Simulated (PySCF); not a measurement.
Shapes and spin states of PdOI₂

All numbers come from B3LYP/[Pd def2-SVP with ECP28, O def2-SVP, I def2-SVP with ECP28], scalar-relativistic core potentials, density fitting, no spin–orbit coupling, PySCF.

Relaxations began from a few typed shapes and spin states; open shells are unrestricted. The search is not exhaustive: other isomers or separated fragments can lie lower, and high-lying points may rest on an excited occupation.

(1) Which is the lowest minimum found?
A. triplet Cs: Pd–I 2.554 Å, Pd–I 2.586 Å, Pd–O 1.787 Å; I–Pd–I 104.8°, I–Pd–O 100.4°, I–Pd–O 154.7°
B. quintet Cs: Pd–I 2.623 Å (×2), Pd–O 1.847 Å; I–Pd–I 126.9°, I–Pd–O 116.5° (×2)
C. quintet Cs: Pd–I 2.721 Å, Pd–I 2.796 Å, Pd–O 1.803 Å; I–Pd–I 77.5°, I–Pd–O 123.6°, I–Pd–O 158.9°
D. singlet (closed shell, unstable to spin polarisation) C2v: Pd–I 2.542 Å (×2), Pd–O 1.726 Å; I–Pd–I 120.1°, I–Pd–O 119.9° (×2)
E. quintet C2v: Pd–I 2.622 Å (×2), Pd–O 1.847 Å; I–Pd–I 127.3°, I–Pd–O 116.3° (×2)
F. triplet C2v: Pd–I 2.580 Å (×2), Pd–O 1.760 Å; I–Pd–I 139.3°, I–Pd–O 110.4° (×2)
G. singlet Cs: Pd–I 2.570 Å, Pd–I 2.582 Å, Pd–O 1.774 Å; I–Pd–I 101.3°, I–Pd–O 90.0°, I–Pd–O 168.8°

Answers

(1) A. The others lie at 12.5 (triplet C2v, a saddle point), 42.2 (singlet C2v), 46.8 (quintet Cs), 47.6 (quintet C2v), 47.8 (quintet Cs), 96.7 (singlet Cs, a saddle point) kJ/mol above it.

Formally Pd is in oxidation state +4, d6, with 2 unpaired electrons (the high-spin count would be 4). The Mulliken spin on Pd is 0.57, so most of the spin sits on the ligands and the formal count fails. The polar-tensor charge on Pd, 0.66, is far below the formal one.

For the lowest minimum: with open d or f shells other occupations or spin states may lie lower. Spin–orbit coupling, left out here, can matter for elements this heavy.
